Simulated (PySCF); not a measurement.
# Tl⁺ (thallium, charge +1) across methods

[Xe] 4f14 5d10 6s2, closed-shell 1S. Computed with PySCF 2.14 in x2c-TZVPPall (11s7p6d3f, 83 functions), with the spin-free X2C one-electron Hamiltonian (Gaussian nucleus).

| method | E (hartree) | mean ε 5p (eV) | mean ε 5d (eV) | mean ε 6s (eV) | Σ⟨r²⟩ (bohr²) | ⟨S²⟩ |
| --- | --- | --- | --- | --- | --- | --- |
| LDA | -20237.04 | -84.106 | -23.002 | -16.689 | 52.16 | 0.000 |
| r2SCAN | -20249.29 | -85.852 | -23.296 | -16.537 | 51.98 | 0.000 |
| TPSS | -20248.52 | -84.279 | -22.857 | -16.230 | 52.19 | 0.000 |
| PBE0 | -20249.03 | -88.436 | -24.892 | -17.167 | 52.16 | 0.000 |
| BLYP | -20250.38 | -83.677 | -22.587 | -16.303 | 52.45 | 0.000 |
| UHF | -20243.33148 | -101.03 | -30.186 | -18.759 | 52.64 | 0.000 |
| M06 | -20249.51 | -88.610 | -24.940 | -16.924 | 52.30 | 0.000 |
| PBE | -20249.29 | -83.848 | -22.780 | -16.316 | 52.24 | 0.000 |

Spin-orbit coupling, which splits the p, d and f shells strongly at this Z, is absent.
